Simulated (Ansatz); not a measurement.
Molecule: TlCl, charge -1, multiplicity 2. 
Coordinates optimised at B3LYP-D3(BJ)/def2-TZVP (Ansatz, an electronic-structure program):
```xyz
2

Tl     0.0000     0.0000    -0.4748
Cl     0.0000     0.0000     2.2623
```
Charge -1, spin multiplicity 2.

Parts of the frozen-core correlation energy in def2-SVP (Ansatz, hartree). Frozen orbitals: 14; correlated occupied orbitals by spin: 6 and 5; virtual: 24 and 25. UHF or UKS for open shells. No spin-orbit coupling. In def2 rows, elements after Kr have scalar-relativistic effective core potentials.

```
term                            value
-------------------------  ----------
reference (HF)             -630.93724
MP2 opposite-spin            -0.12235
MP2 same-spin                -0.04159
CCSD correlation             -0.18465
(T)                          -0.00322
CCSDT minus CCSD(T)          -0.00045
T1 diagnostic                   0.013
largest doubles amplitude       0.045
<S^2> of the reference          0.758
```
